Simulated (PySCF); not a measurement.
Job file and geometry (Å, from GFN2-xTB) of an NMR shielding run on `C(C)/C(C)=C(/C)OC(C)=O`, C8H14O2, GIAO PBE0/pcSseg-1 NMR shielding, non-relativistic, gas phase in PySCF 2.14.0, density-fitted response routines; density fitting, a coarse starting grid and PySCF grid level 2 are the driver's defaults:

```
{"job": {"kind": "nmr", "xc": "PBE0", "basis": "pcSseg-1"}, "charge": 0, "multiplicity": 1}
C     -1.878210     1.539496     0.031135
C     -1.149414     0.728974    -1.042700
C     -0.791372    -0.637536    -0.527335
C     -1.911615    -1.634954    -0.441518
C      0.442412    -0.952992    -0.142915
C      0.894680    -2.262168     0.424342
O      1.490425    -0.012874    -0.246042
C      1.661140     0.844514     0.766413
C      2.803281     1.785758     0.478795
O      0.984765     0.864002     1.759538
H     -2.115854     2.533490    -0.341094
H     -2.804020     1.047936     0.319988
H     -1.252471     1.635487     0.915201
H     -0.247972     1.261916    -1.349660
H     -1.793616     0.623315    -1.919544
H     -2.842002    -1.183901    -0.773779
H     -1.708501    -2.500679    -1.071270
H     -2.042809    -1.984035     0.580838
H      0.233400    -3.068385     0.125230
H      1.905019    -2.476623     0.079821
H      0.911315    -2.206168     1.513623
H      3.298091     2.052753     1.407854
H      3.502447     1.330616    -0.215716
H      2.399145     2.691820     0.030633
```

**Question.** Write the output of this run.

**Answer.** 
```
coarse grid: 19544 points
cycle   1  E = -462.8753029991  dE =  1.366e+00  |g| = 9.451e-01  |ddm| = 4.311e+00
cycle   2  E = -462.5383520374  dE =  3.370e-01  |g| = 1.647e+00  |ddm| = 1.816e+00
cycle   3  E = -463.0348176757  dE = -4.965e-01  |g| = 3.205e-01  |ddm| = 1.326e+00
cycle   4  E = -463.0542194189  dE = -1.940e-02  |g| = 8.498e-02  |ddm| = 2.862e-01
cycle   5  E = -463.0552536363  dE = -1.034e-03  |g| = 3.103e-02  |ddm| = 6.077e-02
cycle   6  E = -463.0554491015  dE = -1.955e-04  |g| = 6.315e-03  |ddm| = 2.321e-02
cycle   7  E = -463.0554563722  dE = -7.271e-06  |g| = 2.936e-03  |ddm| = 7.865e-03
final grid: 187288 points
cycle   8  E = -463.1372460239  dE = -5.185e-05  |g| = 1.623e-02  |ddm| = 4.544e-02
cycle   9  E = -463.1371716883  dE =  7.434e-05  |g| = 2.526e-02  |ddm| = 3.018e-02
cycle  10  E = -463.1372996341  dE = -1.279e-04  |g| = 2.852e-03  |ddm| = 1.890e-02
cycle  11  E = -463.1373013523  dE = -1.718e-06  |g| = 4.430e-04  |ddm| = 2.225e-03
cycle  12  E = -463.1373013752  dE = -2.290e-08  |g| = 2.632e-04  |ddm| = 4.922e-04
cycle  13  E = -463.1373013871  dE = -1.190e-08  |g| = 7.480e-05  |ddm| = 2.210e-04
cycle  14  E = -463.1373013881  dE = -1.050e-09  |g| = 2.537e-05  |ddm| = 7.489e-05
cycle  15  E = -463.1373013883  dE = -1.453e-10  |g| = 3.925e-06  |ddm| = 2.430e-05
converged SCF energy = -463.1373013883

GIAO shielding tensors (ppm)
atom      isotropic    diamagn.    paramagn.     s11        s22        s33       span
  0 C      173.630     249.983     -76.353    161.888    172.282    186.722     24.835
  1 C      155.599     250.074     -94.476    142.745    154.588    169.462     26.717
  2 C       53.328     266.104    -212.776    -52.470     60.737    151.716    204.186
  3 C      168.172     248.402     -80.230    154.148    164.983    185.385     31.237
  4 C       38.064     258.934    -220.870    -59.434     83.083     90.543    149.977
  5 C      168.128     249.237     -81.109    155.469    161.326    187.588     32.119
  6 O       62.026     409.007    -346.981    -74.823    106.291    154.611    229.434
  7 C       10.526     252.708    -242.182    -93.151     52.875     71.855    165.005
  8 C      163.856     250.303     -86.447    142.558    155.900    193.109     50.550
  9 O     -105.323     406.083    -511.406   -385.208   -222.059    291.298    676.506
 10 H       30.888      30.378       0.510     26.775     27.492     38.397     11.623
 11 H       30.795      32.015      -1.221     26.188     30.004     36.193     10.006
 12 H       30.509      33.435      -2.925     24.751     30.869     35.908     11.157
 13 H       29.267      35.781      -6.514     25.085     29.460     33.255      8.170
 14 H       30.134      32.921      -2.788     26.075     28.277     36.049      9.974
 15 H       30.233      31.288      -1.056     25.488     30.071     35.139      9.651
 16 H       29.654      30.269      -0.615     25.155     28.042     35.765     10.610
 17 H       29.766      31.338      -1.572     25.848     28.202     35.248      9.401
 18 H       29.765      31.224      -1.459     24.818     30.001     34.476      9.658
 19 H       30.095      30.071       0.024     25.475     28.625     36.186     10.711
 20 H       29.510      30.910      -1.401     25.395     28.083     35.051      9.656
 21 H       29.731      27.191       2.540     25.943     27.785     35.464      9.521
 22 H       29.585      29.556       0.029     25.307     29.266     34.182      8.875
 23 H       29.364      29.525      -0.161     25.929     28.301     33.861      7.932
```

**Question.** Turn these shieldings into chemical shifts. Shifts are taken against calculated references (same method and geometry level): 13C (σref 186.93), 1H (σref 31.72) against TMS; 17O (σref 336.08) vs H2O.

**Answer.** Averaging equivalent atoms: C 7: 176.4; C 4: 148.9; C 2: 133.6; C 1: 31.3; C 8: 23.1; C 5: 18.8; C 3: 18.8; C 0: 13.3; O 9: 441.4; O 6: 274.1; H 21/22/23: 2.16; H 13/14: 2.02; H 18/19/20: 1.93; H 15/16/17: 1.83; H 10/11/12: 0.99 ppm. Unscaled 17O shifts of doubly bonded oxygen tend to come out too high, by tens of ppm or more. Experimental scales use liquid or dissolved standards, which lie at an offset from isolated H2O (liquid H2O: subtract about 36 ppm).

Size and cost of the density-fitted run: 240 basis functions, 51 s wall time on 1 thread of an Arm Neoverse V2, shared host.
